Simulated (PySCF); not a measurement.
Give a PBE0-D3(BJ)/def2-SVP geometry of Si(vinyl)Me3 (`C=C[Si](C)(C)C`).

```xyz
18
C5H12Si angstrom
Si     0.056   -0.149   -0.240
C      0.173   -0.194    1.634
C     -0.249    0.777    2.453
H      0.620   -1.084    2.100
H     -0.706    1.698    2.071
H     -0.160    0.707    3.543
C      1.789   -0.297   -0.964
H      1.760   -0.260   -2.065
H      2.262   -1.248   -0.673
H      2.435    0.523   -0.614
C     -0.734    1.468   -0.787
H     -0.809    1.506   -1.886
H     -0.141    2.337   -0.461
H     -1.751    1.576   -0.378
C     -0.986   -1.606   -0.822
H     -2.020   -1.524   -0.451
H     -0.573   -2.561   -0.459
H     -1.024   -1.652   -1.923
```

Any rigid rotation of these coordinates is as good. Atoms count from 1 in this order. Si1 (silicon bonded to 4 C) is tetrahedral (angles from 108.9° to 110.0°). Of the pairs four or more bonds apart, H5···C11 is among the closest relative to their van der Waals radii: 2.87 Å, 99 % of the sum of Bondi's values.

Bonds between heavy atoms (Å): Si1–C2 1.879, Si1–C7 1.884, Si1–C11 1.881, Si1–C15 1.884, C2–C3 1.338.

Method used: PBE0-D3(BJ)/def2-SVP geometry optimisation, gas phase in PySCF.

Point group: near Cs, missed by 0.09 Å at most; the miss may be what the optimiser left on a soft mode. PBE0-D3(BJ)/def2-SVP frequencies: not computed here. One conformer, not necessarily the lowest (Si1–C2–C3–H 0° and 180°).
